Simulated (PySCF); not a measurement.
Cl3H2NTi, multiplicity 1. Atoms are numbered in the order given.

```xyz
7

Ti     0.1935     0.0284     0.0000
Cl    -0.4999     0.9892    -1.8400
Cl    -0.4999     0.9892     1.8400
Cl    -0.3895    -2.0926     0.0000
N      2.0239     0.1442     0.0000
H      2.5968     0.1530    -0.8440
H      2.5968     0.1530     0.8440
```
Charge 0, spin multiplicity 1.

Geometry: B3LYP-D3(BJ)/def2-SVP. The multiplicity is an assumed one; no other spin state was optimised. The isomer is the one that the SMILES or the coordinates give; other isomers of the formula were not compared. One conformer was computed; it need not be the lowest.

Computed with PBE/pcSseg-1 (PySCF).

GIAO shieldings, no solvent; atoms listed in one row are averaged. δ = σ(ref) − σ: ³⁵Cl against HCl (σ = 936.5 ppm); ¹⁵N against NH3 (σ = 267.0 ppm); ¹H against TMS (σ = 31.49 ppm), references at their B3LYP-D3(BJ)/def2-TZVP geometries, non-relativistic (without spin–orbit terms, shifts of atoms bonded to Cl or Br come out too high).

Estimate the chemical shifts. (The exact figures need the calculation; the answer reports its results.)


```json
[
 {"nucleus": "³⁵Cl", "atoms": "Cl2, Cl3", "count": "2", "δ (ppm)": "852.2"},
 {"nucleus": "³⁵Cl", "atoms": "Cl4", "count": "1", "δ (ppm)": "754.2"},
 {"nucleus": "¹⁵N", "atoms": "N5", "count": "1", "δ (ppm)": "277.5"},
 {"nucleus": "¹H", "atoms": "H6, H7", "count": "2", "δ (ppm)": "9.18"}
]
```
